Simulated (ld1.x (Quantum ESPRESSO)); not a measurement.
## What one change does to a pseudopotential (P, TM)

```
Element                 : phosphorus (P)
Generator               : ld1.x (Quantum ESPRESSO) 7.5
Type                    : norm-conserving Troullier–Martins (Kleinman–Bylander form)
Functional              : PBE
Relativity              : scalar-relativistic
Frozen core             : [Ne]
Valence charge          : 5
Reference configuration : 3s2 3p3
Partial waves           : 3s (bound): rc 1.65 bohr; 3p (bound): rc 1.85 bohr; 3d channel at 0.05 Ry: rc 1.80 bohr
Local potential         : the d channel
Core correction         : none
```

All-electron outer shells of the reference configuration (PBE, scalar-relativistic, ld1.x):

```
shell  level (eV)  outermost node (bohr)  outermost maximum (bohr)
   2s     -173.99                   0.14                      0.42
   2p     -124.49                      –                      0.36
   3s      -13.97                   0.65                      1.58
   3p       -5.51                   0.64                      1.83
```

Change: wave 3d channel at 0.05 Ry: rc 1.80 bohr becomes 3d channel at 1.71 Ry: rc 1.80 bohr.

Cutoffs: the cutoffs (Ry, on a coarse ladder) from which the occupation-weighted sum of valence levels, in a spherical-Bessel basis at the reference potential, stays within 10 and 1 mRy of its value at 400 Ry; they do not see the model core or the augmentation charge, which bear on the density cutoff. Errors are all-electron minus pseudo energies relative to the spin-unpolarised reference configuration.

Question: How do hardness, ghosts and transferability respond?

Answer: The potential gets neither clearly harder nor softer (21 Ry and 45 Ry → 21 Ry and 45 Ry); of the 7 tests that both files solve, the error grows in 0 and shrinks in 2 by more than 15 % and 0.3 meV (median size 1.5 → 1.2 meV); neither file shows a bound ghost.

| quantity | base | changed |
| --- | --- | --- |
| cutoff, loose | 21 Ry | 21 Ry |
| cutoff, tight | 45 Ry | 45 Ry |
| bound ghosts | none | none |
| error for 3s2 3p2, meV [ΔE 9.73 eV] | +2.6 | +2.2 |
| error for 3s2 3p1, meV [ΔE 28.88 eV] | +23 | +22 |
| error for 3s2 3p0, meV [ΔE 58.62 eV] | +97 | +95 |
| error for 3s2 3p3.3, meV [ΔE -1.31 eV] | +0.2 | +0.2 |
| error for 3s2 3p2.5, meV [ΔE 3.77 eV] | +0.3 | +0.2 |
| error for 3s0 3p5, meV [ΔE 17.20 eV] | +1.5 | +1.2 |
| error for 3s1 3p4, meV [ΔE 8.53 eV] | +1.0 | +0.9 |
| s: phases at 2.01 bohr within 0.05 rad from the reference energy up to (Ry; the scan ends near 5) | 1.8 | 1.8 |
| p: phases at 2.01 bohr within 0.05 rad from the reference energy up to (Ry; the scan ends near 5) | 4.0 | 4.2 |
| d: phases at 2.01 bohr within 0.05 rad from the reference energy up to (Ry; the scan ends near 5) | to the end of the scan | to the end of the scan |
